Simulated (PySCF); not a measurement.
## A survey of ²⁹Si NMR shifts

Theoretical values (PySCF 2.14.0 with density-fitted response routines): structure optimised with GFN2-xTB, NMR shieldings at PBE0/pcSseg-1/GIAO. Non-relativistic Hamiltonian, one conformer, one averaged value for each set of equivalent atoms, no solvent model.

Shieldings were converted by a linear fit to measured shifts: ²⁹Si: δ = 279.94 − 0.822σ (rms 8.9 ppm, 72 shifts, 25.8 ppm with the 6 outliers that the fit left out vs TMS, solution or neat liquid). Occasional misses reach two or three times the rms, and more in compound classes unlike the fitted ones.

(1) Give the ²⁹Si shifts of `CS[SiH2]SCC[SiH3]`, `C/C=C\[C@@H]1[SiH2]S[C@H]1[SiH3]`, `O=C(Cl)C=C([SiH3])[SiH3]`, `CP(C)C[SiH3]`.

(2) Match the shifts -2.3, -19.6, -49.3, -66.4, -110.0 ppm to `C[Si](C)(C)P`, `c1ccc([SiH]2CC2)cc1`, `[SiH3]P1CCOCC1`, `C=C[SiH2]C=O`, `CC#CC1=C[Si@@H](C)C=C1`.

Answers

(1) 
```csv
compound,environment,δ (ppm)
[CH3:1][S:2][SiH2:3][S:4][CH2:5][CH2:6][SiH3:7],"Si3: silicon bonded to 2 S, 2 H",-16.6
[CH3:1][S:2][SiH2:3][S:4][CH2:5][CH2:6][SiH3:7],"Si7: silicon bonded to C, 3 H",-66.0
[CH3:1]/[CH:2]=[CH:3]\[C@@H:4]1[SiH2:5][S:6][C@H:7]1[SiH3:8],"Si5: silicon bonded to C, S, 2 H, in a 4-membered ring",-18.9
[CH3:1]/[CH:2]=[CH:3]\[C@@H:4]1[SiH2:5][S:6][C@H:7]1[SiH3:8],"Si8: silicon bonded to C, 3 H",-56.9
[O:1]=[C:2]([Cl:3])[CH:4]=[C:5]([SiH3:6])[SiH3:7],"Si6: silicon bonded to C, 3 H",-58.2
[O:1]=[C:2]([Cl:3])[CH:4]=[C:5]([SiH3:6])[SiH3:7],"Si7: silicon bonded to C, 3 H",-69.8
CP(C)C[SiH3],"silicon bonded to C, 3 H",-69.9
```

(2) -2.3: C[Si](C)(C)P (silicon bonded to 3 C, P); -19.6: CC#CC1=C[Si@@H](C)C=C1 (silicon bonded to 3 C, H, in a 5-membered ring); -49.3: C=C[SiH2]C=O (silicon bonded to 2 C, 2 H); -66.4: [SiH3]P1CCOCC1 (silicon bonded to P, 3 H); -110.0: c1ccc([SiH]2CC2)cc1 (silicon bonded to 3 C, H, in a 3-membered ring).
